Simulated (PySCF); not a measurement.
## `C[SiH2]N([SiH3])C1=CC1`, C4H11NSi2

Molfile (atoms numbered from 1):
```
C4H11NSi2
     RDKit          3D

 18 18  0  0  0  0  0  0  0  0999 V2000
    1.3507   -2.0026   -0.0885 C   0  0  0  0  0  0  0  0  0  0  0  0
    1.5094   -0.2735   -0.8464 Si  0  0  0  0  0  4  0  0  0  0  0  0
    0.1833    0.7492   -0.3120 N   0  0  0  0  0  0  0  0  0  0  0  0
    0.2713    2.3818    0.3163 Si  0  0  0  0  0  4  0  0  0  0  0  0
   -1.0732    0.2752   -0.5010 C   0  0  0  0  0  0  0  0  0  0  0  0
   -2.3682    0.4142   -0.4612 C   0  0  0  0  0  0  0  0  0  0  0  0
   -1.8534   -0.9098   -0.9664 C   0  0  0  0  0  0  0  0  0  0  0  0
    1.2504   -1.9578    0.9929 H   0  0  0  0  0  0  0  0  0  0  0  0
    0.4841   -2.5289   -0.4777 H   0  0  0  0  0  0  0  0  0  0  0  0
    2.2283   -2.6006   -0.3151 H   0  0  0  0  0  0  0  0  0  0  0  0
    1.4781   -0.3423   -2.3136 H   0  0  0  0  0  0  0  0  0  0  0  0
    2.7144    0.4092   -0.3759 H   0  0  0  0  0  0  0  0  0  0  0  0
   -0.4671    2.4093    1.5796 H   0  0  0  0  0  0  0  0  0  0  0  0
    1.6916    2.6549    0.5025 H   0  0  0  0  0  0  0  0  0  0  0  0
   -0.3325    3.2951   -0.6561 H   0  0  0  0  0  0  0  0  0  0  0  0
   -3.2459    0.9716   -0.2548 H   0  0  0  0  0  0  0  0  0  0  0  0
   -1.9274   -1.7939   -0.3360 H   0  0  0  0  0  0  0  0  0  0  0  0
   -1.9026   -1.1447   -2.0277 H   0  0  0  0  0  0  0  0  0  0  0  0
  1  2  1  0
  2  3  1  0
  3  4  1  0
  3  5  1  0
  5  6  2  0
  6  7  1  0
  7  5  1  0
  1  8  1  0
  1  9  1  0
  1 10  1  0
  2 11  1  0
  2 12  1  0
  4 13  1  0
  4 14  1  0
  4 15  1  0
  6 16  1  0
  7 17  1  0
  7 18  1  0
M  END
```

Computed, not measured: PySCF, GIAO HF/pcSseg-1 magnetisability, rotational g tensor and spin-rotation constants, non-relativistic, gas phase. Geometry: GFN2-xTB.

**Question.** Give the nuclear spin-rotation constants along the inertial axes (H = +C I·J) beside the isotropic shieldings.

**Answer.** Rotational constants 1.9409, 1.6149, 0.9640 GHz. A star marks the isotopologue with that one atom substituted, in its own axes.
```csv
atom,isotope,Caa (kHz),Cbb (kHz),Ccc (kHz),mean (kHz),σ (ppm)
N3,14N,0.141,0.065,0.010,0.072,232.6
H8,1H,-0.206,-0.196,0.005,-0.133,31.8
H9,1H,-0.205,0.010,-0.109,-0.101,31.2
H10,1H,-0.013,-0.170,-0.113,-0.099,32.1
H11,1H,-0.169,-0.135,0.033,-0.090,27.6
H12,1H,-0.177,0.071,-0.090,-0.065,27.7
H13,1H,-0.138,-0.132,0.008,-0.087,27.8
H14,1H,-0.157,0.057,-0.096,-0.065,27.8
H15,1H,-0.074,-0.143,-0.017,-0.078,27.8
H16,1H,0.127,-0.136,-0.110,-0.040,26.4
H17,1H,-0.119,-0.119,-0.055,-0.098,30.7
H18,1H,-0.170,-0.123,-0.025,-0.106,30.6
C1,13C*,0.193,0.174,0.099,0.156,193.4
Si2,29Si*,-1.015,-0.909,-0.547,-0.824,416.0
Si4,29Si*,-0.988,-0.831,-0.521,-0.780,439.1
C5,13C*,0.659,0.760,0.119,0.513,56.7
C6,13C*,0.730,0.286,0.085,0.367,120.2
C7,13C*,0.312,0.266,0.014,0.198,186.3
```
For the geometry as given, no vibrational averaging.

**Question.** How do the rotational constants and the g tensor change when H8, H9, H10, H11, H12, H13, H14, H15, H16, H17, H18 are replaced by deuterium?

**Answer.** Constants 1.6342, 1.3485, 0.8270 GHz; g -0.0220, -0.0208, -0.0058, against -0.0262, -0.0247, -0.0068 before.
